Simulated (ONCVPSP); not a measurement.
Configuration tests for Sn (ONCV)

tin (Sn), optimised norm-conserving Vanderbilt (ONCV), made with ONCVPSP 4.0.1 (PBEsol, scalar-relativistic). Core [Kr], reference 4d10 5s1 5p3. Waves: 5s: rc 1.70 bohr, ncon 4, nbas 8, qcut 3.6 1/bohr, local; 5p: rc 2.70 bohr, ncon 4, nbas 8, qcut 3.5 1/bohr, 1 projector; 4d: rc 1.70 bohr, ncon 4, nbas 9, qcut 9.5 1/bohr, 2 projectors, debl 3.3 Ha. Local part: the s channel. Core correction: Teter function, fcfact 5.25, rcfact 1.45.

Energies are relative to the spin-unpolarised reference configuration 4d10 5s1 5p3; without spin polarisation the order of configurations can differ from experiment.

Problem. Give the all-electron excitation energy and the error of the potential for: 4d10 5s2 5p2; 4d10 5s2 5p1; 4d10 5s2 5p0; 4d10 5s1 5p0.

Solution.

```tsv
valence configuration	charge	ΔE all-electron (eV)	error AE − PS (meV)
4d10 5s2 5p2	0	-7.009	+3.6
4d10 5s2 5p1	+1	-0.110	-0.2
4d10 5s2 5p0	+2	13.862	-12
4d10 5s1 5p0	+3	44.877	-32
```
